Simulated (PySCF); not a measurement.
C5H12Si2.
Z-matrix (Å and degrees, GFN2-xTB geometry), rows numbered from 1:
```
C 
C   1  1.3200
C   2  1.4928  1  124.91
C   3  1.5300  2  110.53  1   114.29
Si  4  1.9257  3  116.85  2   -68.13
C   5  1.9203  4   87.28  3  -127.49
Si  6  1.9165  5   92.65  4     5.45
H   1  1.0772  2  122.16  3  -178.52
H   1  1.0779  2  121.65  3     2.09
H   2  1.0833  1  120.03  3   177.91
H   3  1.0918  2  109.83  1    -7.08
H   3  1.0956  2  109.19  1  -125.31
H   4  1.0933  3  107.59  2    57.80
H   5  1.4650  4  115.54  3   115.32
H   5  1.4633  4  114.03  3   -12.98
H   6  1.0868  5  113.63  4  -111.86
H   6  1.0864  5  115.31  4   124.95
H   7  1.4656  4  115.35  3  -115.15
H   7  1.4654  4  113.38  3    11.97
```

Method: TDDFT PBE0/def2-SVPD, vertical, gas phase, core orbitals frozen in the response (PySCF 2.14.0, density-fitted response routines).

```
state  E (eV)  ν̃ (cm⁻¹)       f  main configurations (H = HOMO, L = LUMO)
   S1    6.09      49120   0.024                    H-1→L (76%), H→L (18%)
   S2    6.31      50900   0.044                    H→L (72%), H-1→L (19%)
   S3    6.70      54030   0.032    H-1→L+1 (41%), H→L+1 (34%), H→L+2 (8%)
   S4    6.79      54790  0.0091   H-1→L+1 (43%), H-2→L (25%), H→L+2 (16%)
   S5    6.84      55180   0.012                  H-2→L (46%), H→L+2 (44%)
   S6    6.90      55630   0.041    H-1→L+2 (66%), H-3→L (10%), H→L+1 (9%)
   S7    7.05      56850   0.056                H-3→L (67%), H-1→L+2 (16%)
   S8    7.07      56990   0.192     H→L+2 (23%), H→L+1 (18%), H→L+3 (11%)
```

Triplets (Tamm–Dancoff): T1 4.45 eV, H→L+1 (46%), H→L (22%), H→L+2 (9%); T2 5.79 eV, H-1→L (73%), H→L (18%); T3 6.03 eV, H→L (43%), H-1→L (19%), H-3→L (13%).

The lowest singlet comes at 204 nm (588 kJ/mol) in the ultraviolet; it is weak; its leading configuration is HOMO-1→LUMO (76%). The most intense listed level is S8 at 7.07 eV (175 nm, f = 0.192), 0.98 eV above S1. It is the last of those listed, so stronger ones may follow. Löwdin shares by element: HOMO carbon 71% or more, silicon 6% or more (atoms not listed hold the other 23%); LUMO silicon 32%, carbon 18% or more (atoms not listed hold the other 50%). Of the 8 states listed, 7 reach f = 0.01 and none stays under 0.0005. The oscillator strengths of these states sum to 0.412; summed over the whole spectrum of an exact calculation they would give the number of electrons, 70 (Thomas–Reiche–Kuhn). Weighted by f, the mean energy of these states is 6.87 eV. Singlets were solved by full linear response, triplets in the Tamm–Dancoff approximation.

One conformer stands for the species.
